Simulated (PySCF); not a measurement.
Run record: geometry optimisation, [ReO4]-, `[O]=[Re-](=[O])(=[O])=[O]`.

Method: PBE0-D3(BJ)/def2-SVP geometry optimisation, gas phase, def2 core potentials past Kr (PySCF 2.14.0). Start geometry: GFN2-xTB. The input is one job of a driver script: a line of settings, then coordinates in Å.

Input:
```
{"job": {"xc": "PBE0", "basis": "def2-SVP", "d3": "d3bj", "grid": 1, "maxiter": 30, "shake": 0.03, "kind": "geom"}, "charge": -1, "multiplicity": 1}
Re     0.061200    -0.076620     0.012520
O     -0.006800    -0.031000     1.686250
O      1.531990     0.003100    -0.599840
O     -0.705460     1.392600    -0.555700
O     -0.806090    -1.398550    -0.605340
```

Output:
```
step   0  E = -378.81608215  max force = 0.189049
step   1  E = -378.84349597  max force = 0.043266
step   2  E = -378.84771348  max force = 0.023658
step   3  E = -378.84806032  max force = 0.007128
step   4  E = -378.84813057  max force = 0.001052
step   5  E = -378.84813296  max force = 0.000400
optimisation converged
```

Energies in Eh; «max force» is the largest Cartesian gradient component in Eh/bohr.

Q: How much energy does the optimisation release, in kcal/mol?

A: E(step 0) − E(last step) = 0.032051 Eh, which is 20.1 kcal/mol.

Summary of the converged run: final energy -378.84813 Eh after 5 steps.

Q: Give the final coordinates.

A: 0.075 Å rms from the input after alignment:
```
atom  x, y, z in Å
Re1    0.0143   -0.0221   -0.0124
O2     0.0288   -0.0404    1.7166
O3     1.6400   -0.0421   -0.6008
O4    -0.7818    1.4092   -0.5679
O5    -0.8264   -1.4151   -0.5976
```

Time: 25 s; peak memory 0.34 GiB. Hardware: one thread, Arm Neoverse V1 (aarch64), shared host with 32 logical CPUs at a one-minute load of 14.
Labels such as C1 count atoms from 1, the log's own numbers from 0.
